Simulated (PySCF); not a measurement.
C2H3AlFNO2, SMILES O=C=[N][Al]([O]C)[F].

Geometry optimised at B3LYP-D3(BJ)/def2-SVP. One conformer was computed; it need not be the lowest.

The numbers are results of IEF-PCM-ωB97X/def2-SVP run with PySCF, not measurements.

The values are the electrostatic part of the solvation free energy, E(continuum) − E(gas) at the gas-phase geometry, in a cavity of scaled van der Waals radii (PySCF's table); cavitation and dispersion terms are not included. A continuum can't describe solvent molecules that bind to the metal. In vacuum the orbital gap is 12.47 eV. The dipole moment in vacuum is 2.27 D.

Question: Estimate the values in water (ε = 78.36), cyclohexanone (ε = 15.62), dimethylsulfoxide (ε = 46.83). (The exact figures need the calculation; the answer reports its results.)

Answer: 
| solvent | ε | ΔG(elec) (kcal/mol) | dipole (D) | gap (eV) |
|---|---|---|---|---|
| water | 78.36 | -7.9 | 2.59 | 12.63 |
| cyclohexanone | 15.62 | -7.3 | 2.57 | 12.61 |
| dimethylsulfoxide | 46.83 | -7.8 | 2.59 | 12.62 |
